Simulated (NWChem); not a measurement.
Species: AlHF2; SMILES [F][AlH][F]

Computed with NWChem. The geometry was optimised at PBE0/def2-SVP. Vertical excitations in the gas phase; the lowest state need not have the same character in each row.

```
level                    lowest excitation, singlet (eV)  oscillator strength of that lowest state  lowest triplet (eV)  orbital gap (eV)
-----------------------  -------------------------------  ----------------------------------------  -------------------  ----------------
PBE/def2-SVP, TDA                                   7.30                                     0.070                 6.61              7.01
B3LYP/def2-SVP, TDA                                 7.80                                     0.096                 7.06              8.82
LRC-wPBEh/def2-SVP, TDA                             8.03                                     0.111                 7.15             12.88
PBE0/def2-SVP, TDA                                  7.95                                     0.110                 7.08              9.33
```
